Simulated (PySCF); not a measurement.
# K (potassium, neutral): UHF calculation

Configuration: [Ar] 3d1, 2D determinant (an excited configuration). All numbers are calculated (PySCF 2.14, scalar relativity by spin-free X2C-1e, in aug-cc-pwCVTZ-X2C (9s8p6d3f, 84 functions)).

```
Total energy                                                  : -601.374254 hartree
One-electron energy                                           : -825.1454 hartree
Hartree (Coulomb) energy                                      : 256.6060 hartree
Exchange energy                                               : -32.8349 hartree
⟨S²⟩                                                          : 0.7500
⟨L²⟩                                                          : 6.000
Sum of ⟨r⟩                                                    : 23.86 bohr
Sum of ⟨r²⟩                                                   : 129.1 bohr²
Traceless quadrupole moment −½Σ⟨3z² − r²⟩ along its main axis : 31.3 e·bohr²
Langevin diamagnetic susceptibility                           : -102 ×10⁻⁶ cm³/mol
```

| shell | electrons | mean orbital energy (eV) | spread (eV) | rms radius, mean of both spins (bohr) |
| --- | --- | --- | --- | --- |
| 1s β | 1 | -3652.6 | 0 | 0.0937 |
| 1s α | 1 | -3652.6 | 0 | 0.0937 |
| 2s β | 1 | -399.89 | 0 | 0.418 |
| 2s α | 1 | -399.88 | 0 | 0.418 |
| 2p β | 3 | -316.18 | 0.002 | 0.388 |
| 2p α | 3 | -316.18 | 0.003 | 0.388 |
| 3s α | 1 | -50.389 | 0 | 1.37 |
| 3s β | 1 | -50.381 | 0 | 1.37 |
| 3p α | 3 | -28.452 | 0.013 | 1.56 |
| 3p β | 3 | -28.431 | 0.046 | 1.56 |
| 3d α | 1 | -1.572 | 0 | 10.5 |

Densities and radii are taken from the X2C orbitals without a picture-change correction, which distorts them close to the nucleus.

Spin-orbit constants ζ (cm⁻¹) from the X2C one-electron operator on these orbitals: bare nucleus, nucleus screened by l(l+1)(2l+1)/3 electrons, and screened by the Breit-Pauli mean field of the electrons.

```tsv
shell	bare	screened nucleus	mean field
2p	16910	15130	14330
3p	1447	1294	1212
3d	1.022	0.4840	0.1740
```

To first order the Landé constant is A = 0.1740 cm⁻¹, so the lowest level has J = 3/2 and lies 3.24e-05 eV below the centre of the term.
